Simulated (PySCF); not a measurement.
I2Zn, charge -1, doublet, at a GFN2-xTB geometry of the parent state (such geometries of metal compounds can be far from the true shape) (a state made from the parent by changing its charge; the spin is typed, not shown lowest) (core potentials on I) (in this run its highest filled SCF level lies above zero, so its values depend strongly on the basis, on diffuse functions most of all); B3LYP/def2-SV(P) (PySCF).

The PySCF input:
```python
from pyscf import gto, scf, dft

mol = gto.M(
    atom='''
Zn    0.00000000    0.00000000    0.00000000
I    -0.00000000   -0.00000000   -2.44623139
I     0.00000000    0.00000000    2.44623139
''',
    basis='def2-sv(p)',
    ecp={'I': 'def2-sv(p)'},
    charge=-1,
    spin=1,
    verbose=4,
)

mf = dft.UKS(mol)
mf.xc = 'b3lyp'
mf.kernel()
```

Problem. Write the output that PySCF gives for this input, abridged.

Solution. 
```
PySCF version 2.14.0

[INPUT] verbose = 4
[INPUT] num. atoms = 3
[INPUT] num. electrons = 81
[INPUT] charge = -1
[INPUT] spin (= nelec alpha-beta = 2S) = 1
[INPUT] symmetry False subgroup None
[INPUT] Mole.unit = angstrom
[INPUT] Symbol           X                Y                Z      unit          X                Y                Z       unit  Magmom
[INPUT]  1 Zn     0.000000000000   0.000000000000   0.000000000000 AA    0.000000000000   0.000000000000   0.000000000000 Bohr   0.0
[INPUT]  2 I      0.000000000000   0.000000000000  -2.446231390000 AA    0.000000000000   0.000000000000  -4.622707364414 Bohr   0.0
[INPUT]  3 I      0.000000000000   0.000000000000   2.446231390000 AA    0.000000000000   0.000000000000   4.622707364414 Bohr   0.0

nuclear repulsion = 392.086251003631
number of shells = 30
number of NR pGTOs = 188
number of NR cGTOs = 76
basis = def2-sv(p)
ecp = {'I': 'def2-sv(p)'}

******** <class 'pyscf.dft.uks.UKS'> ********
method = UKS
initial guess = minao
damping factor = 0
level_shift factor = 0
DIIS = <class 'pyscf.scf.diis.CDIIS'>
diis_start_cycle = 1
diis_space = 8
diis_damp = 0
SCF conv_tol = 1e-09
SCF conv_tol_grad = None
SCF max_cycles = 50
direct_scf = True
direct_scf_tol = 1e-13
number electrons alpha = 41  beta = 40
XC library pyscf.dft.libxc version 7.1.2
    S. Lehtola, C. Steigemann, M. J. T. Oliveira, and M. A. L. Marques,  SoftwareX 7, 1–5 (2018)
XC functionals = b3lyp
    P. J. Stephens, F. J. Devlin, C. F. Chabalowski, and M. J. Frisch,  J. Phys. Chem. 98, 11623 (1994)
radial grids:
    Treutler-Ahlrichs [JCP 102, 346 (1995); DOI:10.1063/1.469408] (M4) radial grids

becke partition: Becke, JCP 88, 2547 (1988); DOI:10.1063/1.454033
pruning grids: <function nwchem_prune>
grids dens level: 3
symmetrized grids: False
atomic radii adjust function: <function treutler_atomic_radii_adjust>
small_rho_cutoff = 0
Set gradient conv threshold to 3.16228e-05
tot grids = 64560
init E= -2312.19200688923

cycle= 1 E= -2371.8858274993  delta_E= -59.7  |g|= 2.93  |ddm|= 8.47
cycle= 2 E= -2371.52914501502  delta_E= 0.357  |g|= 2.67  |ddm|= 10.3
cycle= 3 E= -2374.58984997951  delta_E= -3.06  |g|= 0.772  |ddm|=  7.7
cycle= 4 E= -2374.83765094914  delta_E= -0.248  |g|= 0.437  |ddm|= 1.81
cycle= 5 E= -2374.89693714504  delta_E= -0.0593  |g|= 0.0791  |ddm|= 0.47
cycle= 6 E= -2374.90076907092  delta_E= -0.00383  |g|= 0.0214  |ddm|= 0.152
cycle= 7 E= -2374.90108606558  delta_E= -0.000317  |g|= 0.0019  |ddm|= 0.0481
cycle= 8 E= -2374.90108933732  delta_E= -3.27e-06  |g|= 0.000269  |ddm|= 0.00849
cycle= 9 E= -2374.90108947847  delta_E= -1.41e-07  |g|= 7.43e-05  |ddm|= 0.0036
cycle= 10 E= -2374.90108948368  delta_E= -5.21e-09  |g|= 3.98e-06  |ddm|= 0.000305
cycle= 11 E= -2374.90108948371  delta_E= -2.73e-11  |g|= 4.71e-07  |ddm|= 4.23e-05
Extra cycle  E= -2374.9010894837  delta_E= 4.09e-12  |g|= 2.17e-07  |ddm|= 3.13e-06
converged SCF energy = -2374.9010894837  <S^2> = 0.75099014  2S+1 = 2.0009899
```
